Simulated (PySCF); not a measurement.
## `InChI=1S/C5H10O2/c1-5-2-3-6-4-7-5/h5H,2-4H2,1H3/t5-/m0/s1`

Molfile (atoms numbered from 1):
```
C5H10O2
     RDKit          3D

 17 17  0  0  0  0  0  0  0  0999 V2000
    1.7080    1.2462   -0.1903 C   0  0  0  0  0  0  0  0  0  0  0  0
    0.5664    0.4101    0.3358 C   0  0  1  0  0  0  0  0  0  0  0  0
   -0.7239    0.5478   -0.4667 C   0  0  0  0  0  0  0  0  0  0  0  0
   -1.7353   -0.4733    0.0307 C   0  0  0  0  0  0  0  0  0  0  0  0
   -1.1706   -1.7618    0.0335 O   0  0  0  0  0  0  0  0  0  0  0  0
   -0.0088   -1.8000    0.7946 C   0  0  0  0  0  0  0  0  0  0  0  0
    0.9793   -0.9447    0.3233 O   0  0  0  0  0  0  0  0  0  0  0  0
    1.9383    0.9634   -1.2285 H   0  0  0  0  0  0  0  0  0  0  0  0
    2.6099    1.0847    0.4174 H   0  0  0  0  0  0  0  0  0  0  0  0
    1.4516    2.3155   -0.1649 H   0  0  0  0  0  0  0  0  0  0  0  0
    0.3522    0.7008    1.3888 H   0  0  0  0  0  0  0  0  0  0  0  0
   -0.5007    0.3518   -1.5284 H   0  0  0  0  0  0  0  0  0  0  0  0
   -1.1266    1.5700   -0.3839 H   0  0  0  0  0  0  0  0  0  0  0  0
   -2.0675   -0.2049    1.0566 H   0  0  0  0  0  0  0  0  0  0  0  0
   -2.6286   -0.5110   -0.6091 H   0  0  0  0  0  0  0  0  0  0  0  0
   -0.2486   -1.5453    1.8548 H   0  0  0  0  0  0  0  0  0  0  0  0
    0.3878   -2.8228    0.7396 H   0  0  0  0  0  0  0  0  0  0  0  0
  1  2  1  0
  2  3  1  0
  3  4  1  0
  4  5  1  0
  5  6  1  0
  6  7  1  0
  7  2  1  0
  1  8  1  0
  1  9  1  0
  1 10  1  0
  2 11  1  1
  3 12  1  0
  3 13  1  0
  4 14  1  0
  4 15  1  0
  6 16  1  0
  6 17  1  0
M  END
```

Level of theory: PySCF, quadratic response CAM-B3LYP/aug-cc-pVDZ first hyperpolarisability, Taylor convention, gas phase. Geometry: PBE0-D3(BJ)/def2-SVP.

What is the first hyperpolarisability, and how does it disperse?

In au, Taylor convention; the vector part is βᵢ = ⅓ Σⱼ (βᵢⱼⱼ + βⱼᵢⱼ + βⱼⱼᵢ); β∥ is 3/5 of the vector part along the dipole, the dipole points from − to +:
| process | λ (nm) | β vector norm | β∥ | β HRS | depolarisation ratio |
| --- | --- | --- | --- | --- | --- |
| static β(0;0,0) | ∞ | 160.6 | -92.0 | 59.5 | 8.20 |
| second harmonic β(−2ω;ω,ω) | 1907 | 167.2 | -95.7 | 62.0 | 8.16 |
| Pockels β(−ω;ω,0) | 1907 | 162.7 | -93.2 | – | – |
| second harmonic β(−2ω;ω,ω) | 1064 | 183.7 | -104.8 | 68.1 | 8.07 |
| Pockels β(−ω;ω,0) | 1064 | 167.7 | -96.0 | – | – |

Which lowest excitations, dipole and polarisabilities go with it?

S1 7.03 eV (f = 0.001); S2 7.17 eV (f = 0.045); S3 7.42 eV (f = 0.001); dipole 2.06 D; isotropic α 68.8 au static, 68.9 au at 1907 nm, 69.2 au at 1064 nm, 69.4 au at 953.5 nm, 70.7 au at 532 nm.
